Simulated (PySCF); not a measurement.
A GIAO shielding run with PySCF 2.14 (density fitting, non-relativistic, gas phase) on `C#C[Si@]1(F)C=C(CF)[SiH2]1`, C5H6F2Si2:

```
$ OMP_NUM_THREADS=1 python probes_run.py task.json out

{"job": {"kind": "nmr", "xc": "PBE0", "basis": "pcSseg-1"}, "charge": 0, "multiplicity": 1}
C     -3.993131     0.166334     0.352330
C     -2.891715    -0.012178    -0.095547
Si    -1.193563    -0.209694    -0.800755
F     -1.450407    -1.103389    -2.138073
C      0.067433    -1.030026     0.364309
C      1.099130    -0.171779     0.377804
C      2.369497    -0.346604     1.129514
F      3.108993     0.817995     1.120773
Si     0.604850     1.275185    -0.776100
H     -4.960794     0.303195     0.742674
H      0.042585    -1.955374     0.922836
H      2.199152    -0.601281     2.183051
H      3.003204    -1.116420     0.669535
H      0.489232     2.563735    -0.090032
H      1.501120     1.428291    -1.926678
```

Hardware: 1 thread of an Arm Neoverse N1, shared host. The job also computes population analyses, field gradients, ring-centre shieldings.

Question: How large is the calculation?

Answer: 82 electrons, 197 basis functions and 1067 auxiliary functions.

Question: How long does it take, and how much memory does it need?

Answer: 78 s of wall time, with 15 SCF cycles and 5 response iterations; peak memory 0.86 GiB. Times on a shared host scatter by some tens of per cent.
